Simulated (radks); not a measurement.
The numbers below are computed, except where a source is named.
How relativity changes the ionisation of the cadmium ion Cd35+ ([Ne] 3s2 3p1) to Cd36+ ([Ne] 3s2). Spin-unpolarised spherical Kohn-Sham, LDA (Slater exchange, Perdew-Wang correlation), point nucleus unless stated (finite: rms radius 4.6087 fm), a radial shooting solver on a logarithmic mesh with Libxc functionals. A level marked "c x" has the speed of light scaled by that factor and shares open shells by 2j + 1; other Dirac levels either fill j = l - 1/2 first or share by 2j + 1.

level                               E(Cd35+) (hartree)  E(Cd36+) (hartree)  IE (eV)   HOMO  <r> HOMO (bohr)
non-rel.                                   -4454.62175         -4373.34912   2211.5     3p           0.3094
scalar-rel.                                -4576.76515         -4494.45313   2239.8     3p           0.3047
scalar-rel., finite nucleus                -4576.63851         -4494.32638   2239.8     3p           0.3047
Dirac, 2j+1 shares                         -4577.95592         -4495.60169   2241.0  3p3/2           0.3067
Dirac, low j first                         -4579.17316         -4495.60169   2274.1  3p1/2           0.2994
Dirac, 2j+1 shares, finite nucleus         -4577.82899         -4495.47466   2241.0  3p3/2           0.3067
Dirac, c x 1.5                             -4507.54916         -4425.80617   2224.3  3p3/2           0.3082
Dirac, c x 5                               -4459.27071         -4377.95638   2212.7  3p3/2           0.3093
Dirac, c x 100                             -4454.63334         -4373.36061   2211.5  3p3/2           0.3094

NIST Atomic Spectra Database: 2250 eV (semi-empirical). The relativistic part of the total energy of Cd35+ is -123.2 hartree (Dirac, 2j+1 shares, finite nucleus), 2.8 % of the non-relativistic value. Spin polarisation and multiplet splitting of open shells are left out at every level.

Beside tabulated values, note that relativity, absent from the non-relativistic runs, is large for the heavy elements, and spin-unpolarised runs miss the spin-polarisation part of the exchange energy of open shells.
